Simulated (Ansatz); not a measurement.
`[OH][Hf]([OH])([OH])[F]` and `[OH][Zr]([OH])([OH])[F]` differ in one element.

Ansatz, PBE0-D4/def2-TZVP geometries, multiplicity 1. Each molecule was computed in one conformer, which needn't be the lowest.

Elements past krypton have def2 core potentials.

```
                                                                                  property  `[OH][Hf]([OH])([OH])[F]`
                                        size of the dipole moment (ωB97M-V/def2-TZVPP) / D                       3.05
ideal-gas entropy at 298 K and 1 bar (rigid rotor, harmonic PBE0-D4/def2-TZVP) / J/(mol·K)                        393
                                                     HOMO energy (ωB97M-V/def2-TZVPP) / eV                     -11.44
                                            zero-point energy (PBE0-D4/def2-TZVP) / kJ/mol                      100.9
                                                         HOMO energy (PBE/def2-TZVPP) / eV                      -7.28
                                                         LUMO energy (PBE/def2-TZVPP) / eV                      -0.87
```

Problem. What does the change do to each property? (Best estimate.)

Solution. The calculation gave: 
```csv
property,`[OH][Zr]([OH])([OH])[F]`,shift
size of the dipole moment (ωB97M-V/def2-TZVPP) / D,3.21,0.16
"ideal-gas entropy at 298 K and 1 bar (rigid rotor, harmonic PBE0-D4/def2-TZVP) / J/(mol·K)",389,-4
HOMO energy (ωB97M-V/def2-TZVPP) / eV,-11.39,0.05
zero-point energy (PBE0-D4/def2-TZVP) / kJ/mol,101.2,0.3
HOMO energy (PBE/def2-TZVPP) / eV,-7.26,0.02
LUMO energy (PBE/def2-TZVPP) / eV,-0.88,-0.01
```

Dipoles are sizes alone; their direction can turn.
